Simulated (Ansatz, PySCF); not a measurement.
System: B$_{2}$H$_{4}$, net charge -1, doublet state. It need not be the lowest isomer of its formula. 
Geometry from a B3LYP-D3(BJ)/def2-TZVP (Ansatz, an electronic-structure program) optimisation:
SMILES: B[BH2-]
```xyz
6

B      0.0001     0.0136     0.8205
B     -0.0001    -0.0136    -0.8205
H      1.0156     0.0327     1.4961
H     -1.0154     0.0168     1.4965
H      1.0154    -0.0168    -1.4965
H     -1.0156    -0.0327    -1.4961
```
Charge -1, spin multiplicity 2.

Wanted: vertical ionisation energy (to the singlet state of charge +0; each state is the SCF solution reached for its spin), in eV. Correlated levels leave the core frozen unless marked. UHF or UKS for open shells. Spin-orbit coupling is left out. Non-relativistic. Anions need diffuse functions: aug- sets have them; def2-D sets add few. Basis-set limits of correlation are two-point, X^-3; Hartree-Fock from the larger set. The bracket is a focal-point correction in the basis named.

```tsv
level	program	vertical ionisation energy (eV)
PBE/def2-TZVPD	Ansatz	1.88
B3LYP/def2-TZVPD	Ansatz	1.69
PBE0/def2-TZVPD	Ansatz	1.75
BHLYP/def2-TZVPD	Ansatz	1.41
CAM-B3LYP/def2-TZVPD	Ansatz	1.65
MP2/aug-cc-pVDZ	Ansatz	1.48
MP2/aug-cc-pVTZ	Ansatz	1.54
RI-MP2/aug-cc-pVQZ	Ansatz	1.55
RI-MP2/def2-TZVPPD	Ansatz	1.50
RI-MP2/def2-QZVPPD	Ansatz	1.53
RI-MP2/CBS(aug-cc-pVTZ,aug-cc-pVQZ)	Ansatz	1.56
RI-MP2/CBS(def2-TZVPPD,def2-QZVPPD)	Ansatz	1.55
SCS-MP2/aug-cc-pVDZ	Ansatz	1.31
SCS-MP2/aug-cc-pVTZ	Ansatz	1.36
CCSD/aug-cc-pVDZ	Ansatz	1.42
CCSD/aug-cc-pVTZ	Ansatz	1.46
CCSD(T)/aug-cc-pVDZ	Ansatz	1.49
CCSD(T)/def2-SVPD	Ansatz	1.37
CCSD(T)/aug-cc-pVTZ	Ansatz	1.55
RI-MP2/CBS(def2-TZVPPD,def2-QZVPPD)+[CCSD(T)-MP2]/def2-TZVPPD	Ansatz	1.56
RI-MP2/CBS(aug-cc-pVTZ,aug-cc-pVQZ)+[CCSD(T)-MP2]/aug-cc-pVTZ	Ansatz	1.58
```

For comparison, minus the highest occupied orbital energy (PySCF): -0.37 eV at PW6B95/def2-TZVPD, -1.14 eV at TPSS/def2-TZVPD, -1.02 eV at BP86/def2-TZVPD.
